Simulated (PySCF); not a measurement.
Excitation energies in several basis sets

Compound: C4H10Se.
SMILES: `C[Se]C(C)C`

TDDFT with PBE0 (PySCF), vertical singlets, core orbitals frozen in the response, spherical d and f functions. Isolated species at its PBE0-D3(BJ)/def2-SVP geometry (one conformer only). The PBE0/6-31G* calculation is non-relativistic and has no spin–orbit coupling, an omission that weighs most on selenium.

Question: Compare 6-31G*, def2-SVP, def2-SVPD and def2-TZVP for this molecule.

Answer: 

| basis | functions | diffuse | S1 (eV) | S2 (eV) | S3 (eV) | S4 (eV) | S5 (eV) | LUMO (eV) | α (au) |
| --- | --- | --- | --- | --- | --- | --- | --- | --- | --- |
| 6-31G* | 108 | no | 4.98 | 6.53 | 7.12 | 7.82 | 8.24 | 0.84 | 66.0 |
| def2-SVP | 138 | no | 4.99 | 6.34 | 6.56 | 7.46 | 7.72 | 0.80 | 67.7 |
| def2-SVPD | 201 | yes | 4.70 | 5.52 | 5.68 | 6.21 | 6.40 | 0.20 | 80.6 |
| def2-TZVP | 232 | no | 4.82 | 5.98 | 6.18 | 6.96 | 7.25 | 0.45 | 77.1 |

States are compared by their number. Against the only diffuse basis here (def2-SVPD, itself not a converged limit), sets without diffuse functions differ by up to 0.29 eV in S1 and 1.84 eV in S5. State by state, the largest deviation of a set without diffuse functions is S1 0.29, S2 1.01, S3 1.44, S4 1.61, S5 1.84 eV. The same number needn't mean the same state in each row. Against def2-SVPD the polarisability deviates by -18% in 6-31G*, -16% in def2-SVP, -4% in def2-TZVP.
